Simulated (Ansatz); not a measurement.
Isomers of B2H4F2 (singlet), relaxed with PBE-D4/def2-TZVP; total energies from Ansatz at CCSD(T)/def2-TZVPP.

| isomer | description | energy (Eh) |
| --- | --- | --- |
| A | diborane 1,1-di F (B2H4F2) | -251.55905 |
| B | diborane 1,2-di F (B2H4F2) | -251.54449 |

Correlated methods freeze 4 core orbitals.

Work out the relative energies (1 Eh = 2625.5 kJ/mol) and the Boltzmann populations at 800 K from electronic energies alone (R = 8.314 J/mol/K).

ΔE: A 0.0, B 38.2 kJ/mol. RT = 6.65 kJ/mol. Factors exp(−ΔE/RT): A 1, B 0.0032; sum 1.003. Populations: A 99.7 %, B 0.3 %. Zero-point energy, vibrational entropy and symmetry numbers are left out and can shift these; an error of 4 kJ/mol changes a ratio by a factor of 1.8. Over the other density-functional and correlated levels in def2 sets, the gap between A and B ranges from 36 to 40 kJ/mol.
